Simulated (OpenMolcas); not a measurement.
An OpenMolcas run meant for Rb (ANO-RCC-VQZP, DKH4; inactive shells 1s 2s 2p 3s 3p 3d 4s 4p; intended active space 1 electron in 9 orbitals (4d 5s 5p)). One step of its input:

```
&CASPT2
Multistate=1 1
Frozen=8 6
IPEA=0.25
Imaginary=0.1
MaxIter=60
WThr=0.0 0.3 0.05
PrWF=0.5
NoMix
Deleted=16 15
```

The run finished. Its levels beside those of a sound run (SS-CASPT2, IPEA 0.25 Eh, imaginary shift 0.1 Eh (closed shells correlated: 4s 4p)), in cm-1 above each run's lowest level:

```csv
Level,This run,Usual run
5s 2S 1/2,0.0,0.0
5p 2P* 1/2,3805,12525
5p 2P* 3/2,3940,12660
```

Problem. Which setting is unsound, and how much does it matter here?

Solution. Nearly half of the orbitals are deleted from the virtual space, which removes much of the correlation energy. Against the sound run the excited levels shown move by 8700 cm-1 on average and by 8700 cm-1 at most.

Term energies are means over components that CASPT2 splits; among the terms shown or strongly mixed into the levels shown the widest spread is 170 cm-1 (5p 2P*, this run). ANO sets are built for ground and valence states and can reach diffuse excited orbitals poorly. With one active electron, CASPT2 adds the correlation within the correlated inactive shells and between them and that electron, and leaves the splitting within a term as the reference gives it. No level of 4d was computed, though it lies in the active space. Only configurations of the active space appear.

* marks odd parity.
